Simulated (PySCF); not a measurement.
Isomers of C5H13NSi, one GFN2-xTB conformer each. Single-point energies are computed at PBE0/pcSseg-1 (PySCF, gas phase, no added dispersion term), electronic only.

```tsv
SMILES	GFN2-xTB relative energy (kcal/mol)
CCC[C@@H]1C[Si@H]1N	54.3
C[C@H]1C[C@@H](N[SiH3])C1	15.6
C[C@@H]1CCCN1[SiH3]	0.0
[H]/N=C/C(C)(C)[SiH2]C	52.0
CC[C@H]1C[Si@H](N)C1	33.6
C=CN([SiH3])C(C)C	22.4
CC[C@@H]1CC[Si@@H]1N	35.1
CN(C)[C@@H]1CC[SiH2]1	48.6
C/C=C\[Si@@H](C)NC	45.1
```

Conformers: `[CH3:1][CH2:2][CH2:3][C@@H:4]1[CH2:5][Si@H:6]1[NH2:7]` with C1–C2–C3–C4 -179°, C2–C3–C4–C5 164°, C5–Si6–N7–H 149° and 13°; `[CH3:1][C@H:2]1[CH2:3][C@@H:4]([NH:5][SiH3:6])[CH2:7]1` with C3–C4–N5–Si6 -163°, C1–C2–C3–C4 132°, C2–C3–C4–N5 -133°, C3–C4–C7–C2 12°, C1–C2–C7–C4 -132°; `[CH3:1][C@@H:2]1[CH2:3][CH2:4][CH2:5][N:6]1[SiH3:7]` with C1–C2–C3–C4 -125°, C2–C3–C4–C5 26°, C3–C4–C5–N6 -39°, C4–C5–N6–Si7 -155°; `[H]/[N:7]=[CH:6]/[C:3]([SiH2:2][CH3:1])([CH3:4])[CH3:5]` with C1–Si2–C3–C4 -54°, Si2–C3–C6–N7 4°; `[CH3:1][CH2:2][C@H:3]1[CH2:4][Si@H:5]([NH2:6])[CH2:7]1` with C1–C2–C3–C4 178°, C4–Si5–N6–H -46° and 93°, C2–C3–C4–Si5 131°, C3–C4–Si5–N6 101°, C4–Si5–C7–C3 7°, C2–C3–C7–Si5 -131°; `[CH2:1]=[CH:2][N:3]([SiH3:4])[CH:5]([CH3:6])[CH3:7]` with C1–C2–N3–Si4 -1°, C2–N3–C5–C6 63°; `[CH3:1][CH2:2][C@@H:3]1[CH2:4][CH2:5][Si@@H:6]1[NH2:7]` with C1–C2–C3–C4 180°, C5–Si6–N7–H -166° and 59°, C2–C3–C4–C5 -109°, C3–C4–C5–Si6 -11°, C4–C5–Si6–N7 121°, C2–C3–Si6–C5 108°; `[CH3:1][N:2]([CH3:3])[C@@H:4]1[CH2:5][CH2:6][SiH2:7]1` with C1–N2–C4–C5 168°, N2–C4–C5–C6 -138°, C4–C5–C6–Si7 17°, C5–C6–Si7–C4 -13°, N2–C4–Si7–C6 131°; `[CH3:1]/[CH:2]=[CH:3]\[Si@@H:4]([CH3:5])[NH:6][CH3:7]` with C2–C3–Si4–C5 -66°, C3–Si4–N6–C7 52°.

Task: What does PBE0/pcSseg-1 give for the same structures?

Result: 
```tsv
SMILES	PBE0/pcSseg-1 E (Eh)	PBE0/pcSseg-1 (kcal/mol)	GFN2-xTB (kcal/mol)	point group
CC[C@H]1C[Si@H](N)C1	-542.14626	0.0	33.6	C1
CC[C@@H]1CC[Si@@H]1N	-542.14010	3.9	35.1	C1
C/C=C\[Si@@H](C)NC	-542.13680	5.9	45.1	C1
C[C@@H]1CCCN1[SiH3]	-542.13485	7.2	0.0	C1
CCC[C@@H]1C[Si@H]1N	-542.11893	17.1	54.3	C1
[H]/N=C/C(C)(C)[SiH2]C	-542.11651	18.7	52.0	C1
C[C@H]1C[C@@H](N[SiH3])C1	-542.11340	20.6	15.6	C1
C=CN([SiH3])C(C)C	-542.11101	22.1	22.4	near Cs
CN(C)[C@@H]1CC[SiH2]1	-542.08549	38.1	48.6	C1
```

GFN2-xTB puts C[C@@H]1CCCN1[SiH3] lowest instead; measured from each level's own lowest isomer, the values differ by up to 39.2 kcal/mol (C/C=C\[Si@@H](C)NC: 45.1 against 5.9). As drawn, the lowest has an N–H bond, which the highest lacks. Neighbours under 2.5 kcal/mol apart (CC[C@@H]1CC[Si@@H]1N and C/C=C\[Si@@H](C)NC; C/C=C\[Si@@H](C)NC and C[C@@H]1CCCN1[SiH3]; CCC[C@@H]1C[Si@H]1N and [H]/N=C/C(C)(C)[SiH2]C; [H]/N=C/C(C)(C)[SiH2]C and C[C@H]1C[C@@H](N[SiH3])C1; others) can change places with a better method, another conformer or zero-point energy.

Task: Which frontier levels, dipoles and rotational constants go with these structures?

Result: 
| SMILES | HOMO (eV, PBE0/pcSseg-1) | LUMO (eV) | dipole (D) | A, B, C (MHz) |
| --- | --- | --- | --- | --- |
| CC[C@H]1C[Si@H](N)C1 | -6.88 | 1.11 | 1.29 | 5525, 1090, 1012 |
| CC[C@@H]1CC[Si@@H]1N | -7.06 | 0.81 | 1.30 | 2683, 1899, 1297 |
| C/C=C\[Si@@H](C)NC | -6.49 | -0.14 | 0.93 | 2169, 1747, 1294 |
| C[C@@H]1CCCN1[SiH3] | -6.16 | 0.85 | 1.10 | 3179, 1796, 1312 |
| CCC[C@@H]1C[Si@H]1N | -6.13 | 0.89 | 1.44 | 4739, 947.1, 856.0 |
| [H]/N=C/C(C)(C)[SiH2]C | -7.50 | -0.11 | 2.25 | 2579, 1780, 1518 |
| C[C@H]1C[C@@H](N[SiH3])C1 | -6.54 | 0.75 | 1.03 | 6369, 943.6, 911.2 |
| C=CN([SiH3])C(C)C | -5.84 | 0.76 | 1.58 | 2630, 1614, 1294 |
| CN(C)[C@@H]1CC[SiH2]1 | -6.04 | 0.34 | 0.54 | 3681, 1592, 1188 |

Task: As an exercise, what shares would exp(−E/RT) give at 500 K from these electronic energies alone (no entropy, no degeneracies)?

Result: RT = 0.994 kcal/mol: CC[C@H]1C[Si@H](N)C1 97.7 %, CC[C@@H]1CC[Si@@H]1N 2.0 %, C/C=C\[Si@@H](C)NC 0.2 %, C[C@@H]1CCCN1[SiH3] 0.1 %, CCC[C@@H]1C[Si@H]1N under 0.1 %, [H]/N=C/C(C)(C)[SiH2]C under 0.1 %, C[C@H]1C[C@@H](N[SiH3])C1 under 0.1 %, C=CN([SiH3])C(C)C under 0.1 %, CN(C)[C@@H]1CC[SiH2]1 under 0.1 %.
